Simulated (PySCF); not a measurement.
Isomers of C2H6Si2. Isolated molecules, 0 K electronic values unless said otherwise. One relaxed conformer stands for each flexible species; it need not be the lowest. Strings in code marks are SMILES.

The HOMO from two functionals at the same geometries (B3LYP-D3(BJ)/def2-TZVP), both in PySCF: PBE-D3(BJ)/def2-TZVP and B3LYP-D3(BJ)/def2-TZVP. B3LYP has the VWN-RPA correlation part, as in Gaussian. 

| species | PBE-D3(BJ)/def2-TZVP (eV) |
|---|---|
| `C1=C[SiH2][SiH2]1` | -6.62 |
| `C=[SiH]C=[SiH2]` (C–Si–C–Si torsion 180°) | -4.96 |
| `[SiH2]=CC=[SiH2]` (Si–C–C–Si torsion 180°) | -4.57 |
| `[SiH2]=C1C[SiH2]1` | -5.52 |

Problem. What does B3LYP-D3(BJ)/def2-TZVP give for each?

Solution. 
- `C1=C[SiH2][SiH2]1`: -7.50
- `C=[SiH]C=[SiH2]` (C–Si–C–Si torsion 180°): -5.57
- `[SiH2]=CC=[SiH2]` (Si–C–C–Si torsion 180°): -5.04
- `[SiH2]=C1C[SiH2]1`: -6.21
Over these rows, drawn at random from the members with no instability flagged (it was tested for open shells, ions and some series alone), PBE minus B3LYP-D3(BJ): mean +0.67 eV, from +0.48 eV to +0.88 eV.
